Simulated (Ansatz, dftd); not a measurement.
Reaction: SiH2Cl2 (SMILES Cl[SiH2]Cl) → SiHCl2 (SMILES Cl[SiH]Cl, doublet) + H (doublet) (the H-Si bond breaks)
Each species at its own B3LYP-D3(BJ)/def2-TZVP minimum (Ansatz, a quantum-chemistry and plane-wave program).

Wanted: bond dissociation energy (electronic), in kJ/mol. UHF or UKS for unpaired electrons; spin-orbit terms are left out. CBS(X,Y): correlation extrapolated as X^-3, Hartree-Fock from the larger set (Q,5: extrapolated as (X+1)exp(-9√X)). A bracket is a step between two methods taken in the basis named. The functionals are non-relativistic, so their misses hold any scalar relativity. '+ core + X2C': CCSD(T) terms for core correlation (cc-pwCVTZ, 1s frozen past Ne) and scalar relativity (cc-pVTZ-DK). For partners of very few electrons the exact lower level stands in for a higher one.

Compared with CCSD(T)/CBS(cc-pV(Q+d)Z,cc-pV(5+d)Z) + [CCSDT(Q) - CCSD(T)]/cc-pV(D+d)Z + core + X2C (Ansatz): 404.7 kJ/mol.

Question: Rank these levels by how close they come to it, closest first: PBE0-D3(BJ)/def2-TZVPD (Ansatz + dftd3); PBE0-D4/def2-TZVPD (Ansatz + dftd4); r2SCAN/def2-TZVPD (Ansatz).

Answer: PBE0-D3(BJ)/def2-TZVPD (381.0 kJ/mol, difference -23.7), PBE0-D4/def2-TZVPD (380.7 kJ/mol, difference -24.0), r2SCAN/def2-TZVPD (380.4 kJ/mol, difference -24.3)
